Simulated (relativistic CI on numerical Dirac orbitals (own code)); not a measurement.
## One change at a time: La12+

Base calculation: Dirac-Coulomb-Breit CI, orbitals from a KLI potential per configuration, QED by a radiative potential, unscaled Slater integrals.

Configurations in the expansion (outside the closed core [Ar] 3d10): 4s2.4p6.4d9, 4s2.4p5.4d10, 4s2.4p6.4d8.4f, 4s2.4p6.4d8.5s, 4s.4p6.4d10, 4s2.4p6.4d8.5p, 4s2.4p5.4d9.4f, 4s2.4p6.4d7.4f.5s, 4s2.4p6.4d8.5d, 4s2.4p6.4d7.5s.5p, 4s.4p6.4d9.4f, 4s2.4p6.4d8.6s, 4s2.4p6.4d8.5f, 4s2.4p5.4d9.5s, 4s2.4p6.4d8.6p, 4s2.4p6.4d8.5g, 4s2.4p6.4d8.6d, 4s2.4p5.4d9.5p, 4s2.4p6.4d8.7s, 4s2.4p6.4d8.6f, 4s2.4p6.4d8.7p, 4s2.4p5.4d9.5d, 4s.4p6.4d9.5s, 4s2.4p6.4d7.5s2, 4s2.4p6.4d6.4f.5s2, 4s2.4p6.4d6.5s2.5p, 4s2.4p5.4d7.4f.5s2, 4p6.4d9.4f2, 4p5.4d10.4f2, 4p6.4d8.4f3, 4p6.4d8.4f2.5s, 4p6.4d8.4f2.5p, 4p5.4d9.4f3. Double excitations out of closed p, d and f shells are left out; levels of such configurations are missing from the list, as are those of other unlisted configurations, and high levels can miss mixing partners. These lack a partner that the ground configuration has and come out too high: 4s2.4p6.4d8.5d, 4s2.4p6.4d8.6s, 4s2.4p6.4d8.5f, 4s2.4p5.4d9.5s, 4s2.4p6.4d8.6p.

Variants: (1) valence Slater integrals scaled by 0.9; (2) QED terms removed; (3) only the first 3 configurations. Shifts of the energy above 4s2.4p6.4d9 2D_5/2, in cm⁻¹, for the lowest level and the first level of each name with at least 55 % of one term (blank where a level changes its place among those of its configuration and J or its character, or is not in the variant):

| Level | Base | Δ(1) | Δ(2) | Δ(3) |
| --- | --- | --- | --- | --- |
| 4s2.4p6.4d9 2D_5/2 | 0 | 0 | 0 | 0 |
| 4s2.4p6.4d9 2D_3/2 | 25133 | -76 | -73 | -273 |
| 4s2.4p5.4d10 2P°_3/2 | 764936 | +9215 | +140 | -3406 |
| 4s2.4p6.4d8.5s 4F_9/2 | 769671 | +684 | -847 |  |
| 4s2.4p6.4d8.5s 4P_1/2 | 814691 | -2445 | -884 |  |
| 4s2.4p6.4d8.4f 4F°_7/2 | 826618 | +4004 | -47 | -9893 |
| 4s2.4p6.4d8.5s 2G_9/2 | 829018 | -3114 | -904 |  |
| 4s2.4p6.4d8.5s 2G_7/2 | 829448 | -3099 | -905 |  |
| 4s2.4p6.4d8.4f 4F°_9/2 | 829759 | +4084 | -64 | -9970 |
| 4s2.4p6.4d8.5s 2P_1/2 | 830579 | -3423 | -892 |  |
| 4s2.4p6.4d8.4f 2P°_1/2 | 833869 | +4973 | -48 | -8753 |
| 4s2.4p6.4d8.4f 4D°_7/2 | 841183 | +3191 | -69 | -9513 |
| 4s2.4p6.4d8.4f 4I°_15/2 | 842721 | +2182 | -48 | -10276 |
| 4s2.4p6.4d8.4f 4F°_3/2 | 843805 | +3625 | -83 | -9888 |
| 4s2.4p6.4d8.4f 4D°_1/2 | 849935 | +4251 | -84 | -8936 |
| 4s2.4p6.4d8.4f 4P°_1/2 | 861942 | +2745 | -112 | -9738 |
| 4s2.4p6.4d8.4f 4G°_7/2 | 866400 | +1486 | -88 | -9691 |
| 4s2.4p6.4d8.4f 2P°_3/2 | 867544 | +1085 | -79 | -9812 |
| 4s2.4p6.4d8.4f 2S°_1/2 | 867622 | +1580 | -69 | -9516 |
| 4s2.4p6.4d8.4f 2D°_5/2 | 874717 | +1418 | -112 | -9994 |
| 4s2.4p6.4d8.4f 4G°_5/2 | 877646 | +1048 | -111 | -10003 |
| 4s2.4p6.4d8.4f 4S°_3/2 | 878123 | +771 | -108 | -9905 |

At this charge energies of transitions that change n are usually good to better than 1 %, and those within a shell (Δn = 0) to a few per cent. Levels and lines within the n = 5 or 6 shells can be off by up to 10 % or somewhat more, and those that change n by about 2 %, since core polarisation is missing.

Ionisation energy from the two ground configurations alone: base 302.562 eV; valence Slater integrals scaled by 0.9 302.761 eV. The NIST ASD value (theoretical) is 303 eV.

LS names give the leading component of a level, which can be under half, so a name can repeat, a term be missing and a line seem to break the LS rules.
